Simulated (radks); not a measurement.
The numbers below are computed, except where a source is named.
Task: All-electron atom: W9+ in [Kr] 4d10 4f14 5s2 5p3 (the NIST ground configuration). Code: a radial shooting solver on a logarithmic mesh with Libxc functionals. Model: Dirac Kohn-Sham, LB94 model potential, spin-unpolarised, spherical densities, finite nucleus; open shells fill j = l - 1/2 first; Fermi nuclear charge, rms radius 5.3658 fm. Some entries of the table are withheld. Estimate them.

| orbital | occ. | eigenvalue (eV) | r(max) (bohr) | <r^2> (bohr^2) |
|---|---|---|---|---|
| 1s1/2 | 2 | -69764.34 | 0.01145 | 0.0004619 |
| 2s1/2 | 2 | -12176.89 | 0.06580 | 0.007037 |
| 2p1/2 | 2 | -11664.15 | 0.04886 | (1) |
| 2p3/2 | 4 | -10300.27 | 0.05573 | (2) |
| 3s1/2 | 2 | -2927.121 | 0.1854 | 0.04595 |
| 3p1/2 | 2 | -2695.598 | (3) | 0.04212 |
| 3p3/2 | 4 | -2401.057 | (4) | 0.04865 |
| 3d3/2 | 4 | (5) | 0.1468 | 0.03769 |
| 3d5/2 | 6 | (6) | 0.1507 | 0.03949 |
| 4s1/2 | 2 | -721.1713 | 0.4210 | 0.2287 |
| 4p1/2 | 2 | -625.2116 | 0.4206 | 0.2355 |
| 4p3/2 | 4 | -557.3772 | 0.4507 | 0.2712 |
| 4d3/2 | 4 | -398.7658 | 0.4474 | 0.2946 |
| 4d5/2 | 6 | -386.1990 | 0.4570 | 0.3078 |
| 5s1/2 | 2 | -224.6059 | 0.9402 | 1.140 |
| 5p1/2 | 2 | -193.4699 | 0.9940 | 1.302 |
| 4f5/2 | 6 | -186.9113 | 0.4247 | 0.4118 |
| 4f7/2 | 8 | -184.5515 | 0.4299 | 0.4225 |
| 5p3/2 | 1 | -180.7760 | 1.064 | 1.475 |

Result: 
(1) 2p1/2 <r^2> (bohr^2): 0.005017
(2) 2p3/2 <r^2> (bohr^2): 0.006215
(3) 3p1/2 r(max) (bohr): 0.1735
(4) 3p3/2 r(max) (bohr): 0.1876
(5) 3d3/2 eigenvalue (eV): -2007.713
(6) 3d5/2 eigenvalue (eV): -1943.449
